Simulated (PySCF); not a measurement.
H8N2OSi2, SMILES N[SiH2][Si@@H](N)O. Geometry optimised at PBE-D3(BJ)/def2-SVP. The structure was generated by enumeration; whether it is a known compound was not checked. Other conformers were not sampled.

Computed equilibrium geometry at PBE-D3(BJ)/def2-SVP (PySCF confirms it by a frequency run) as a Z-matrix (one conformer of several):
```
Si
O 1 1.6953
H 2 0.9742 1 114.82
N 1 1.7518 2 117.21 3 -68.13
H 4 1.0236 1 120.49 2 83.62
H 4 1.0241 5 110.21 1 144.90
H 1 1.5127 2 110.16 3 49.06
Si 1 2.3464 7 113.41 4 111.62
N 8 1.7643 1 108.93 7 -58.63
H 9 1.0247 8 115.08 1 89.95
H 9 1.0267 10 108.27 8 128.69
H 8 1.5057 9 107.25 10 -33.60
H 8 1.5106 12 108.20 9 118.47
```
Charge 0, spin multiplicity 1.
